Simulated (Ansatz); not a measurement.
Basis sets compared for [MoO3Br]- (MoBrO3⁻). Charge -1, multiplicity 1. Geometry r2SCAN-D4/def2-SVPD. Ansatz on 4 threads of Arm Neoverse V2 on a shared host; times are rough, and most runs start from earlier orbitals.

```xyz
5

Mo   -0.035   -0.094   -0.126
O    -1.334    0.615   -1.014
O     1.355   -0.227   -1.140
O    -0.499   -1.660    0.430
Br    0.513    1.366    1.850
```

In the def2 sets Mo takes a core potential; there is no spin–orbit coupling.

| level | functions | energy (Eh) | HOMO (eV) | LUMO (eV) | wall time |
| --- | --- | --- | --- | --- | --- |
| PBE-D4/def2-SVPD | 144 | -2867.3041 | -2.30 | 1.99 | 1.4 s |
| PBE0-D4/def2-SVPD | 144 | -2867.2939 | -3.90 | 2.71 | 1.8 s |

Problem. Estimate the rows for PBE-D4/def2-TZVPD (with forces), PBE0-D4/def2-TZVPD.

Solution. 
| level | functions | energy (Eh) | HOMO (eV) | LUMO (eV) | wall time |
| --- | --- | --- | --- | --- | --- |
| PBE-D4/def2-TZVPD (with forces) | 217 | -2867.8918 | -2.20 | 2.10 | 2.7 s |
| PBE0-D4/def2-TZVPD | 217 | -2867.8841 | -3.78 | 2.83 | 3.3 s |
